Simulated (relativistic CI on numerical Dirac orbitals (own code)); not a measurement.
Method of calculation: Dirac-Coulomb-Breit CI, separate exchange-only KLI orbitals for each configuration, QED by a radiative potential, unscaled Slater integrals (own radial code, finite nucleus).

Configurations in the expansion (outside the closed core [Ne]): 3s, 3p, 3d, 4s, 4p, 4d, 4f, 5s, 5p, 5d, 5f, 5g, 6s, 6p, 6d, 7s, 7p. Levels of other configurations are missing.

At this charge energies of transitions that change n are usually good to better than 1 %, and those within a shell (Δn = 0) to a few per cent.

Outline of the computed level scheme of Ta LXIII. Lowest level of each configuration: 3s 2S_1/2 at 0.00 eV; 3p 2P°_1/2 at 156.43 eV; 3d 2D_3/2 at 690.69 eV; 4s 2S_1/2 at 3145.87 eV; 4p 2P°_1/2 at 3210.49 eV; 4d 2D_3/2 at 3423.70 eV; 4f 2F°_5/2 at 3494.75 eV; 5s 2S_1/2 at 4545.63 eV; 5p 2P°_1/2 at 4578.07 eV.

Some strong electric-dipole decays among the lowest 15 levels: 4f 2F°_7/2 → 3d 2D_5/2 (2.3e+14 s⁻¹); 4f 2F°_5/2 → 3d 2D_3/2 (2.2e+14 s⁻¹); 4d 2D_5/2 → 3p 2P°_3/2 (1.1e+14 s⁻¹); 4d 2D_3/2 → 3p 2P°_1/2 (8.6e+13 s⁻¹); 4p 2P°_1/2 → 3s 2S_1/2 (5.8e+13 s⁻¹); 4s 2S_1/2 → 3p 2P°_3/2 (4.5e+13 s⁻¹); 4p 2P°_3/2 → 3s 2S_1/2 (3.6e+13 s⁻¹); 5p 2P°_1/2 → 3s 2S_1/2 (3.2e+13 s⁻¹).
